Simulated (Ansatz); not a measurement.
Gas-phase electronic energies from Ansatz, PBE0-D4/def2-TZVP geometries. CCSD(T)/CBS is the MP2 limit (def2-TZVPP, def2-QZVPP) plus CCSD(T) − MP2 in def2-TZVPP, frozen cores. DFT in def2-TZVPP. B3LYP here is the variant with VWN-RPA as its local correlation; programs differ in this. One conformer a species, not always the lowest.

Reaction (redistribution): `BN[SiH2]C=C` + `F[SiH2][S][AlH2]` → `C=C[SiH2][S][AlH2]` + `BN[SiH2]F`

| level | ΔE (kJ/mol) | difference from CCSD(T)/CBS |
| --- | --- | --- |
| PBE-D4 | -9.3 | 0.7 |
| PBE0-D4 | -10.3 | -0.3 |
| B3LYP-D4 | -9.8 | 0.2 |
| ωB97M-V | -9.3 | 0.7 |
| r2SCAN | -8.4 | 1.6 |
| SCS-MP2/def2-TZVPP | -9.4 | 0.6 |
| CCSD/def2-TZVPP | -8.7 | 1.3 |
| CCSD(T)/def2-TZVPP | -9.6 | 0.4 |
| MP2/def2-QZVPP | -11.3 | -1.3 |
| CCSD/CBS(def2) | -9.2 | 0.8 |
| CCSD(T)/CBS | -10.0 | 0 |

Largest T1 diagnostic among the species: 0.012.

In def2-TZVPP, CCSD(T) changes the Hartree–Fock value by −4.1 kJ/mol (the triples alone add −0.8 kJ/mol) and MP2 by −5.6 kJ/mol. The D4 term adds −5.2 kJ/mol with B3LYP and −2.9 kJ/mol with PBE0; it sums over pairs of atoms, weighted by their polarisabilities, and B3LYP, whose exchange is more repulsive, gets the larger term.
